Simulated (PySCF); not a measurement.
## Correlation energy of Tl(3+) (thallium, charge +3)

[Xe] 4f14 5d10, closed-shell 1S. Computed with PySCF 2.14 in aug-cc-pwCVTZ-DK3 (11s10p8d5f1g, 125 functions), with scalar relativity by spin-free X2C-1e. Frozen: [Kr] 4d10 4f14; 18 electrons correlated.

MP2 pair energies summed by pair of shells (mhartree):

```csv
pair,energy,share (%)
5d-5d,-292.13,59.1
5p-5d,-123.97,25.1
5p-5p,-34.26,6.9
5s-5d,-23.81,4.8
5s-5p,-17.39,3.5
5s-5s,-3.01,0.6
```

Total MP2 correlation energy: -494.57 mhartree.

Same-spin part -164.19 and opposite-spin part -330.37 mhartree; SCS-MP2 scales them by 1/3 and 6/5 to -451.18 mhartree.
